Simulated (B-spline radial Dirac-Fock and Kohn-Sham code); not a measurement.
Auger decay of the 3s hole in Mo⁵⁺

System: Mo⁵⁺, 1s2 2s2 2p6 3s2 3p6 3d10 4s2 4p6 4d1.

Input file task.json (cfg lists n, l and occupation; rrms is the nuclear radius in fm):

```json
{"items": [{
  "Z": 42,
  "q": 5,
  "cfg": [[1, 0, 2], [2, 0, 2], [2, 1, 6], [3, 0, 2], [3, 1, 6], [3, 2, 10], [4, 0, 2], [4, 1, 6], [4, 2, 1]],
  "A": 98,
  "rrms": 4.4091,
  "do": ["binding", "quiet", "decay"],
  "holes": ["K", "L1", "L2", "L3", "M1", "M2", "M3", "M4", "M5", "N1", "N2", "N3"]
}]}
```

Command: `python xray_run.py task.json out`

Level of theory: independent-particle radiative and Coulomb Auger rates from relativistic LDA hole-state orbitals, with Dirac-Fock energies; an atomic code on a B-spline grid. Kinetic energies are configuration averages from the vacuum level; the two-hole energies are estimated from single-hole states.

```csv
transition,kinetic energy (eV),width (meV),share (%)
M1-M2N4,6.82,61.0,3.4
M1-M2N5,7.12,78.9,4.3
M1-M3N4,24.59,68.7,3.8
M1-M3N5,24.97,108,6.0
M1-M4N1,112.4,403,22.2
M1-M5N1,115.6,595,32.8
M1-M4N2,144.9,70.3,3.9
M1-M4N3,147.8,61.2,3.4
M1-M5N3,151.1,149,8.2
M1-N1N3,320.8,67.3,3.7
```

Coster-Kronig rates are the weakest part of this model and often come out 1.5 to 2.5 times too large. The listed channels hold 92 % of the non-radiative rate. Summed by principal shells, of 1.82 eV in all: MMN 91.3 %, MNN 8.7 %.

Values without a named source are computed, but for edge energies of neutral atoms, which are taken from tables.
